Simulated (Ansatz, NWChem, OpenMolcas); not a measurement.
# CBrClF2 (SMILES FC(F)(Cl)Br): the vertical energy of the triplet above the singlet, rung by rung

CBrClF2 has 5 atoms, charge 0, and is taken as a singlet. SMILES: `FC(F)(Cl)Br`. Geometry: relaxed at PBE0-D4/def2-TZVP.

Quantity: the vertical energy of the triplet above the singlet, in eV. The values are calculated.

```tsv
level	kind	program	value (eV)
BLYP/cc-pVDZ	GGA	OpenMolcas	5.21
PBE/cc-pVDZ	GGA	Ansatz	5.24
TPSS/cc-pVDZ	meta-GGA	OpenMolcas	5.24
r2SCAN/cc-pVDZ	meta-GGA	Ansatz	5.30
BHLYP/cc-pVDZ	global hybrid	NWChem	5.42
r2SCAN0/cc-pVDZ	hybrid meta-GGA	Ansatz	5.35
CAM-B3LYP/cc-pVDZ	range-separated hybrid	NWChem	5.50
wB97X/cc-pVDZ	range-separated hybrid	Ansatz	5.58
```

All-electron rows without a relativistic Hamiltonian named are non-relativistic. Spin-orbit coupling, which can split open shells on such heavy atoms by tenths of an eV, is left out. The values span 5.21 to 5.58 eV. A triplet this far above the singlet is often a Rydberg-like or dissociative state; sets without diffuse functions put Rydberg states too high.
